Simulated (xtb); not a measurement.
B2Cl4, triplet, from a rough starting geometry (a higher spin typed on purpose: for a closed-shell molecule this is an excited state); GFN2-xTB (xtb 6.7.1).

The xtb input:
```
$ xtb mol.xyz --gfn 2 --uhf 2 --opt vtight --json

# file mol.xyz
6

Cl    -1.64855258    -1.40454991     0.63935645
B     -0.83489094    -0.08730784    -0.03375667
Cl    -1.81303683     1.07185373    -0.93070163
B      0.85218908     0.09320297     0.01403120
Cl     1.89779280    -1.06331295    -0.61396294
Cl     1.55324383     1.33613837     0.91923122
```

The log (banner, timings and long lists left out):

```
   ID    Z sym.   atoms
    1   17 Cl     1, 3, 5, 6
    2    5 B      2, 4

           -------------------------------------------------
          |                Calculation Setup                |
           -------------------------------------------------

           -------------------------------------------------
          |                 G F N 2 - x T B                 |
           -------------------------------------------------

          ...................................................
          :                      SETUP                      :
          :.................................................:
          :  # basis functions                  48          :
          :  # atomic orbitals                  44          :
          :  # shells                           16          :
          :  # electrons                        34          :
          :  max. iterations                   250          :
          :  Hamiltonian                  GFN2-xTB          :
          :  restarted?                      false          :
          :  GBSA solvation                  false          :
          :  PC potential                    false          :
          :  electronic temp.          300.0000000     K    :
          :  accuracy                    1.0000000          :
          :  -> integral cutoff          0.2500000E+02      :
          :  -> integral neglect         0.1000000E-07      :
          :  -> SCF convergence          0.1000000E-05 Eh   :
          :  -> wf. convergence          0.1000000E-03 e    :
          :  Broyden damping             0.4000000          :
          :  net charge                          0          :
          :  unpaired electrons                  2          :
          ...................................................

 iter      E             dE          RMSdq      gap      omega  full diag
   1    -20.5099820 -0.205100E+02  0.103E+01    1.22       0.0  T
   2    -20.6235697 -0.113588E+00  0.783E+00    1.11       1.0  T
   3    -20.6277858 -0.421609E-02  0.405E+00    1.32       1.0  T
   4    -20.6129007  0.148851E-01  0.388E+00    1.51       1.0  T
   5    -20.6921399 -0.792392E-01  0.872E-01    1.20       1.0  T
   6    -20.6959030 -0.376312E-02  0.494E-01    1.21       1.0  T
   7    -20.6960985 -0.195541E-03  0.150E-01    1.21       1.0  T
   8    -20.6961034 -0.483832E-05  0.112E-01    1.21       1.0  T
   9    -20.6961521 -0.487594E-04  0.455E-02    1.21       1.0  T
[...]
 * total energy  :   -20.6874272 Eh     change       -0.1482983E-04 Eh
 * total energy  :   -20.6874372 Eh     change       -0.9972223E-05 Eh
 * total energy  :   -20.6874432 Eh     change       -0.6051225E-05 Eh
 * total energy  :   -20.6874450 Eh     change       -0.1778473E-05 Eh
 * total energy  :   -20.6874456 Eh     change       -0.5430496E-06 Eh
 * total energy  :   -20.6874459 Eh     change       -0.3393260E-06 Eh
 * total energy  :   -20.6874460 Eh     change       -0.1522841E-06 Eh
 * total energy  :   -20.6874462 Eh     change       -0.1185748E-06 Eh
 * total energy  :   -20.6874460 Eh     change        0.1340324E-06 Eh
 * total energy  :   -20.6874462 Eh     change       -0.2060983E-06 Eh
 * total energy  :   -20.6874462 Eh     change        0.6167607E-07 Eh
 * total energy  :   -20.6874463 Eh     change       -0.9919714E-07 Eh
   *** GEOMETRY OPTIMIZATION CONVERGED AFTER 25 ITERATIONS ***
         :: total energy             -20.687446271504 Eh    ::
[...]
      -------------------------------------------------------------
                  HL-Gap            0.1281897 Eh            3.4882 eV
             Fermi-level           -0.3506930 Eh           -9.5428 eV

     #   Z          covCN         q      C6AA      α(0)
     1  17 Cl       0.888    -0.140   103.483    15.563
     2   5 B        2.621     0.279    17.647     7.106
     3  17 Cl       0.888    -0.140   103.484    15.563
     4   5 B        2.621     0.279    17.647     7.106
     5  17 Cl       0.888    -0.140   103.483    15.563
     6  17 Cl       0.888    -0.140   103.485    15.563

 Mol. C6AA /au·bohr⁶  :       2407.135455
 Mol. C8AA /au·bohr⁸  :      99655.408332
 Mol. α(0) /au        :         76.462129

Wiberg/Mayer (AO) data.
largest (>0.10) Wiberg bond orders for each atom

 ---------------------------------------------------------------------------
     #   Z sym  total        # sym  WBO       # sym  WBO       # sym  WBO
 ---------------------------------------------------------------------------
     1  17 Cl   1.319 --     2 B    1.046
     2   5 B    3.343 --     4 B    1.119     1 Cl   1.046     3 Cl   1.046
     3  17 Cl   1.319 --     2 B    1.046
     4   5 B    3.343 --     2 B    1.119     5 Cl   1.046     6 Cl   1.046
     5  17 Cl   1.319 --     4 B    1.046
     6  17 Cl   1.319 --     4 B    1.046
 ---------------------------------------------------------------------------

Topologies differ in total number of bonds
Writing topology from bond orders to xtbtopo.mol

molecular dipole:
                 x           y           z       tot (Debye)
 q only:       -0.000      -0.000       0.000
   full:       -0.000      -0.000       0.000       0.000
molecular quadrupole (traceless):
                xx          xy          yy          xz          yz          zz
 q only:       -2.121       0.009      -2.330      -0.542       0.074       4.451
  q+dip:       -0.653       0.334      -4.213      -0.459       0.126       4.866
   full:       -1.113       0.237      -3.668      -0.489       0.111       4.781

optimized geometry written to: xtbopt.xyz

           -------------------------------------------------
          | TOTAL ENERGY              -20.687446271504 Eh   |
          | GRADIENT NORM               0.000028649511 Eh/α |
          | HOMO-LUMO GAP               3.488218575346 eV   |
           -------------------------------------------------

normal termination of xtb
```
